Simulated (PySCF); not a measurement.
# Radial density of Br⁺ (bromine, charge +1)

wB97X, [Ar] 3d10 4s1 4p4 4d1, one real determinant (an excited configuration). Calculation: PySCF 2.14, in aug-cc-pVQZ-PP with ECP10MDF; a scalar-relativistic core potential. This is the valence pseudo-density: the core potential removes the inner electrons and smooths the orbitals near the nucleus.

| r (bohr) | 4πr²ρ (e/bohr) | 4πr²(ρα − ρβ) |
| --- | --- | --- |
| 0.000958 | 6.413e-05 | 0.0000 |
| 0.00161 | 0.0001778 | 0.0000 |
| 0.00271 | 0.0004791 | 0.0000 |
| 0.00456 | 0.001232 | 0.0001 |
| 0.00767 | 0.003007 | 0.0003 |
| 0.0129 | 0.006661 | 0.0006 |
| 0.0217 | 0.01307 | 0.0012 |
| 0.0365 | 0.02542 | 0.0018 |
| 0.0614 | 0.1010 | 0.0026 |
| 0.103 | 0.8171 | 0.0062 |
| 0.174 | 5.294 | 0.0414 |
| 0.292 | 21.11 | 0.3128 |
| 0.491 | 34.19 | 0.3752 |
| 0.827 | 12.37 | 0.2362 |
| 1.39 | 4.211 | 2.2509 |
| 2.34 | 2.063 | 1.3051 |
| 3.93 | 0.2959 | 0.2358 |
| 6.62 | 0.01691 | 0.0167 |

⟨L²⟩ = 8.03 against 12 for a pure F term, so this real determinant mixes terms. Energies and moments cover only the electrons outside the core potential. The outer electron is Rydberg-like, and this basis confines it to a smaller radius and binds it less than a complete one would.
